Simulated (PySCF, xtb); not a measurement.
C2H4NO, SMILES C[N]C=O (connectivity only; charge and spin as stated), charge -1, multiplicity 1. Other conformers were not sampled.

Harmonic wavenumbers (cm⁻¹) from GFN2-xTB (xtb) at its own minimum, in rising order: 84, 288, 424, 745, 911, 976, 1108, 1132, 1303, 1375, 1415, 1497, 1514, 1745, 2441, 2802, 2825, 2859.

Question: What does B3LYP-D3(BJ)/def2-SVPD (PySCF) give at its own minimum? (Estimate from the structure and the level; the computed values follow.)

Answer: 140, 288, 455, 794, 990, 998, 1108, 1139, 1352, 1373, 1393, 1444, 1450, 1641, 2788, 2898, 2921, 2991. Paired by order, the mean absolute difference is 67 cm⁻¹ and the zero-point energies are 36.4 and 37.4 kcal/mol.
